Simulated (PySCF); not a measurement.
A GIAO shielding run with PySCF 2.14 (density fitting, non-relativistic, gas phase) on `InChI=1S/C2H7Si.Al.2H/c1-2-3;;;/h1-2H2,3H3;;;`:

```
$ OMP_NUM_THREADS=1 python probes_run.py task.json out

{"job": {"kind": "nmr", "xc": "HF", "basis": "pcSseg-2", "pop": false}, "charge": 0, "multiplicity": 1}
Al     2.366631     0.981115     0.192643
C      0.472293     0.640329    -0.215073
C     -0.177501    -0.579098     0.456991
Si    -1.989453    -0.816314    -0.020225
H      3.175915     0.008137     1.162649
H      3.101846     2.238711    -0.454750
H     -0.088218     1.564609     0.028704
H      0.385127     0.569941    -1.317700
H      0.365017    -1.507611     0.206225
H     -0.122169    -0.502390     1.557185
H     -2.587571    -2.018547     0.642671
H     -2.785849     0.388631     0.375021
H     -2.110303    -0.984175    -1.503337
```

Hardware: 1 thread of an Arm Neoverse V1, shared host.

(1) How large is the calculation?

(2) How long does it take, and how much memory does it need?

(3) And these other runs on the same molecule and hardware: GIAO shielding at B3LYP/pcSseg-2; GIAO shielding at B97-D/pcSseg-2; GIAO shielding at BLYP/pcSseg-2; GIAO shielding at BP86/pcSseg-2; GIAO shielding at KT2/pcSseg-2; GIAO shielding at KT3/pcSseg-2?

Answers

(1) 48 electrons, 284 basis functions and 805 auxiliary functions.

(2) 20 s of wall time, with 9 SCF cycles and 7 response iterations; peak memory 1.1 GiB. Times on a shared host scatter by some tens of per cent.

(3) B3LYP/pcSseg-2: 284 functions, 34 s; B97-D/pcSseg-2: 284 functions, 45 s; BLYP/pcSseg-2: 284 functions, 45 s; BP86/pcSseg-2: 284 functions, 45 s; KT2/pcSseg-2: 284 functions, 44 s; KT3/pcSseg-2: 284 functions, 44 s.
